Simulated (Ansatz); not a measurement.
`O[SiH2]I` + H–F → `F[SiH2]I` + H₂O at 500 K and 1 bar (ligand exchange at the Si–O bond).

Gas-phase electronic energies from Ansatz, PBE0-D4/def2-TZVP geometries. CBS: MP2 limit from def2 TZ/QZ plus the TZ coupled-cluster correction, frozen cores. This one scheme is used for every species. Elements past krypton have def2 core potentials. For I outer-core shells are correlated without core-valence functions, which leaves a few kJ/mol of doubt a bond. One conformer a species, not always the lowest.

| species | CCSD(T)/CBS energy (Eh) | H − E (kJ/mol) | S (J/(mol·K)) |
| --- | --- | --- | --- |
| `O[SiH2]I` | -663.58059 | 115.9 | 351.5 |
| H–F | -100.39570 | 39.4 | 188.7 |
| `F[SiH2]I` | -687.61044 | 82.2 | 336.9 |
| H₂O | -76.37941 | 73.2 | 206.3 |

H − E and S are ideal-gas, rigid-rotor, harmonic terms from PBE0-D4/def2-TZVP, for one conformer and one mirror image of each species. 1 Eh = 2625.50 kJ/mol, R = 8.31446 J/(mol·K).

By hand: ΔE, ΔH, ΔS and ΔG.

ΔE = (-687.61044) + (-76.37941) − (-663.58059) − (-100.39570) = -0.01356 Eh = -35.6 kJ/mol. Δ(H − E) = 82.2 + 73.2 − 115.9 − 39.4 = 0.1, so ΔH = -35.5 kJ/mol. ΔS = 336.9 + 206.3 − 351.5 − 188.7 = 3.0 J/(mol·K). ΔG = -35.5 − 500 × (3.0)/1000 = -37.0 kJ/mol.

By hand: the equilibrium constant, and the temperature at which ΔG would vanish if ΔH and ΔS stayed fixed.

log₁₀ K = −ΔG/(RT ln 10) = 3.9. ΔH and −TΔS have one sign here, so there is no such temperature.

The number of gas molecules stays the same, so ΔS is small and ΔH decides. A doubt of 5 kJ/mol in ΔE shifts log₁₀ K by 0.5 here. Other conformers and mirror images would add mixing entropy, several J/(mol·K) or more a flexible species. These are equilibria of isolated gas molecules and say nothing of rates. Largest T1 diagnostic: 0.009 (customary marks: 0.02 for closed shells, 0.045 for open ones).

ΔS is within the doubt of such terms, so its sign, and with it that verdict, could turn.
